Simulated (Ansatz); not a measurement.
Born–Oppenheimer molecular dynamics of a periodic cell of 17 atoms, H10CO6 (contents 4 H2O + 1 HCOOH, density as packed 1.19 g/cm³ with natural masses). It goes on from the last frame of an earlier run, with new velocities.

All numbers below come from DFT r2SCAN-D3(BJ), scalar-relativistic, plane waves, PAW (Ansatz 0.2.0). Settings: accuracy low, cutoff 500 eV, k mesh 1x1x1, fermi-dirac smearing 0.02 eV, no spin polarisation.

```
ensemble        : NVT, Nosé–Hoover chain
time step       : 1.5 fs
steps asked     : 110
set temperature : 500 K
thermostat      : time constant 200 fs, chain length 3
seed            : 32091
```

Frames 3 fs apart, positions in Å.

Velocities at 45.0 fs (Å/ps):

```
O 2.42 -1.01 -2.73
H 13.05 -44.79 22.68
H 2.97 22.55 5.06
O -2.64 5.90 4.78
H 7.35 14.15 -5.57
H -18.96 -15.51 14.34
O 3.19 3.75 -1.95
H -7.92 6.07 -35.97
H -0.17 -7.48 1.04
O 1.55 -7.44 -6.60
H 9.12 15.02 7.53
H -18.01 -11.13 0.05
O -1.65 3.19 4.00
C -8.09 -3.96 -0.77
O 2.69 -0.53 2.61
H 18.67 -4.25 -14.10
H 1.99 11.16 12.45
```

```xyz
17
Lattice="5.4815 0.0000 0.0000 0.0000 5.4815 0.0000 0.0000 0.0000 5.4815" Properties=species:S:1:pos:R:3 time_fs=45.0 energy_less_start_eV=0.426 T=313
O 0.511 4.274 4.109
H 1.399 4.450 3.768
H 0.106 3.660 3.434
O 2.767 0.765 2.784
H 2.878 1.626 2.361
H 2.656 0.242 2.023
O 2.320 3.373 1.548
H 3.243 3.595 1.427
H 1.868 3.159 0.651
O 3.653 -0.490 5.055
H 3.281 0.223 4.493
H 4.484 -0.791 4.601
O 5.449 0.579 1.457
C 5.441 1.598 2.328
O 4.681 2.554 2.358
H 4.532 0.520 1.037
H 6.244 1.399 3.027
17
Lattice="5.4815 0.0000 0.0000 0.0000 5.4815 0.0000 0.0000 0.0000 5.4815" Properties=species:S:1:pos:R:3 time_fs=48.0 energy_less_start_eV=0.274 T=380
O 0.519 4.269 4.100
H 1.437 4.321 3.836
H 0.120 3.733 3.448
O 2.760 0.785 2.799
H 2.894 1.675 2.368
H 2.579 0.145 2.040
O 2.324 3.382 1.539
H 3.230 3.609 1.291
H 1.921 3.177 0.726
O 3.656 -0.511 5.036
H 3.325 0.235 4.517
H 4.433 -0.803 4.608
O 5.441 0.591 1.470
C 5.419 1.584 2.326
O 4.690 2.551 2.365
H 4.620 0.499 0.970
H 6.256 1.447 3.074
17
Lattice="5.4815 0.0000 0.0000 0.0000 5.4815 0.0000 0.0000 0.0000 5.4815" Properties=species:S:1:pos:R:3 time_fs=51.0 energy_less_start_eV=0.214 T=397
O 0.532 4.265 4.096
H 1.484 4.209 3.901
H 0.090 3.737 3.370
O 2.751 0.803 2.807
H 2.887 1.662 2.412
H 2.505 0.116 2.151
O 2.331 3.393 1.536
H 3.211 3.615 1.155
H 1.903 3.197 0.694
O 3.651 -0.527 5.025
H 3.370 0.226 4.505
H 4.487 -0.816 4.578
O 5.433 0.603 1.484
C 5.406 1.570 2.331
O 4.699 2.549 2.370
H 4.678 0.470 0.837
H 6.225 1.495 3.081
17
Lattice="5.4815 0.0000 0.0000 0.0000 5.4815 0.0000 0.0000 0.0000 5.4815" Properties=species:S:1:pos:R:3 time_fs=54.0 energy_less_start_eV=0.481 T=290
O 0.546 4.257 4.086
H 1.489 4.116 3.970
H 0.102 3.763 3.329
O 2.742 0.816 2.819
H 2.870 1.673 2.405
H 2.427 0.134 2.276
O 2.341 3.405 1.528
H 3.163 3.617 1.079
H 1.819 3.224 0.655
O 3.650 -0.544 5.017
H 3.383 0.226 4.444
H 4.514 -0.802 4.591
O 5.425 0.610 1.493
C 5.402 1.561 2.345
O 4.705 2.550 2.372
H 4.749 0.465 0.728
H 6.185 1.500 3.069
17
Lattice="5.4815 0.0000 0.0000 0.0000 5.4815 0.0000 0.0000 0.0000 5.4815" Properties=species:S:1:pos:R:3 time_fs=57.0 energy_less_start_eV=0.318 T=367
O 0.559 4.244 4.072
H 1.493 4.039 4.030
H 0.164 3.814 3.342
O 2.736 0.830 2.842
H 2.837 1.688 2.345
H 2.305 0.096 2.297
O 2.344 3.414 1.508
H 3.159 3.639 1.038
H 1.771 3.295 0.798
O 3.653 -0.555 5.008
H 3.378 0.158 4.395
H 4.496 -0.778 4.655
O 5.417 0.607 1.493
C 5.398 1.560 2.360
O 4.707 2.555 2.371
H 4.846 0.503 0.717
H 6.204 1.440 3.110
17
Lattice="5.4815 0.0000 0.0000 0.0000 5.4815 0.0000 0.0000 0.0000 5.4815" Properties=species:S:1:pos:R:3 time_fs=60.0 energy_less_start_eV=0.095 T=457
O 0.576 4.233 4.064
H 1.510 3.974 4.081
H 0.183 3.799 3.266
O 2.727 0.842 2.864
H 2.780 1.622 2.295
H 2.243 0.173 2.358
O 2.351 3.423 1.492
H 3.163 3.673 1.022
H 1.600 3.363 0.852
O 3.652 -0.560 5.000
H 3.342 0.071 4.341
H 4.567 -0.801 4.703
O 5.415 0.596 1.491
C 5.396 1.567 2.377
O 4.707 2.563 2.367
H 4.859 0.585 0.699
H 6.207 1.343 3.153
17
Lattice="5.4815 0.0000 0.0000 0.0000 5.4815 0.0000 0.0000 0.0000 5.4815" Properties=species:S:1:pos:R:3 time_fs=63.0 energy_less_start_eV=0.250 T=397
O 0.595 4.220 4.053
H 1.506 3.925 4.120
H 0.220 3.788 3.232
O 2.718 0.851 2.886
H 2.728 1.580 2.249
H 2.186 0.234 2.414
O 2.353 3.430 1.476
H 3.121 3.713 0.984
H 1.505 3.457 0.920
O 3.656 -0.565 4.995
H 3.294 -0.003 4.262
H 4.590 -0.824 4.758
O 5.420 0.582 1.491
C 5.398 1.573 2.397
O 4.710 2.570 2.361
H 4.796 0.699 0.677
H 6.134 1.264 3.160
17
Lattice="5.4815 0.0000 0.0000 0.0000 5.4815 0.0000 0.0000 0.0000 5.4815" Properties=species:S:1:pos:R:3 time_fs=66.0 energy_less_start_eV=0.283 T=395
O 0.614 4.205 4.037
H 1.511 3.878 4.148
H 0.280 3.797 3.272
O 2.708 0.863 2.909
H 2.707 1.595 2.232
H 2.098 0.192 2.446
O 2.343 3.434 1.461
H 3.058 3.780 0.887
H 1.560 3.581 1.034
O 3.663 -0.567 4.990
H 3.293 -0.106 4.217
H 4.542 -0.831 4.802
O 5.421 0.572 1.485
C 5.397 1.573 2.412
O 4.716 2.577 2.354
H 4.782 0.799 0.775
H 6.039 1.224 3.204
17
Lattice="5.4815 0.0000 0.0000 0.0000 5.4815 0.0000 0.0000 0.0000 5.4815" Properties=species:S:1:pos:R:3 time_fs=69.0 energy_less_start_eV=0.166 T=431
O 0.638 4.194 4.029
H 1.523 3.833 4.167
H 0.284 3.743 3.221
O 2.690 0.871 2.922
H 2.711 1.597 2.289
H 2.113 0.212 2.551
O 2.342 3.435 1.452
H 2.950 3.850 0.796
H 1.462 3.748 1.044
O 3.663 -0.567 4.989
H 3.325 -0.199 4.172
H 4.583 -0.866 4.798
O 5.423 0.569 1.480
C 5.388 1.567 2.419
O 4.728 2.581 2.345
H 4.762 0.873 0.867
H 5.971 1.218 3.317
17
Lattice="5.4815 0.0000 0.0000 0.0000 5.4815 0.0000 0.0000 0.0000 5.4815" Properties=species:S:1:pos:R:3 time_fs=72.0 energy_less_start_eV=0.300 T=371
O 0.663 4.181 4.019
H 1.526 3.789 4.176
H 0.294 3.705 3.225
O 2.673 0.879 2.937
H 2.720 1.630 2.340
H 2.106 0.186 2.626
O 2.333 3.441 1.436
H 2.846 3.904 0.737
H 1.467 3.855 1.121
O 3.666 -0.568 4.992
H 3.362 -0.253 4.106
H 4.586 -0.893 4.789
O 5.427 0.575 1.483
C 5.376 1.551 2.430
O 4.744 2.582 2.333
H 4.692 0.915 0.858
H 5.887 1.253 3.397
17
Lattice="5.4815 0.0000 0.0000 0.0000 5.4815 0.0000 0.0000 0.0000 5.4815" Properties=species:S:1:pos:R:3 time_fs=75.0 energy_less_start_eV=0.329 T=374
O 0.688 4.168 4.005
H 1.532 3.740 4.182
H 0.312 3.692 3.295
O 2.658 0.887 2.957
H 2.710 1.674 2.357
H 2.061 0.139 2.640
O 2.314 3.453 1.414
H 2.810 3.929 0.708
H 1.519 3.888 1.278
O 3.672 -0.571 4.992
H 3.412 -0.284 4.104
H 4.532 -0.911 4.809
O 5.424 0.592 1.486
C 5.362 1.529 2.447
O 4.764 2.581 2.317
H 4.715 0.863 0.863
H 5.799 1.294 3.408
17
Lattice="5.4815 0.0000 0.0000 0.0000 5.4815 0.0000 0.0000 0.0000 5.4815" Properties=species:S:1:pos:R:3 time_fs=78.0 energy_less_start_eV=0.151 T=446
O 0.718 4.158 3.995
H 1.537 3.690 4.192
H 0.266 3.616 3.286
O 2.641 0.892 2.976
H 2.668 1.650 2.381
H 2.087 0.221 2.649
O 2.301 3.466 1.390
H 2.828 3.920 0.708
H 1.401 3.957 1.439
O 3.676 -0.572 4.992
H 3.435 -0.266 4.115
H 4.568 -0.976 4.846
O 5.421 0.613 1.493
C 5.339 1.510 2.460
O 4.787 2.579 2.299
H 4.757 0.776 0.829
H 5.765 1.277 3.433
```

Of the whole run (165 fs, mean temperature of the second half 403 K): The conserved energy stayed within 2.9 meV per atom of its start (net change -0.049 meV per atom), so there is no drift, though single steps change it by up to 58 meV in the whole system, a sign of fast motions only just resolved. The mean temperature of the second half is 19 % below the set value. A step of 1.5 fs is long for free X–H stretches (periods near 10 fs) and can bias their spread and the temperature. A run of 0.17 ps of so small a system gives no equilibrium averages. Limits of this set-up: coarse k mesh, low accuracy level.

Time of the run: 16 min on 1 thread of Arm Neoverse V1, with other jobs on the host, peak memory 0.47 GiB.
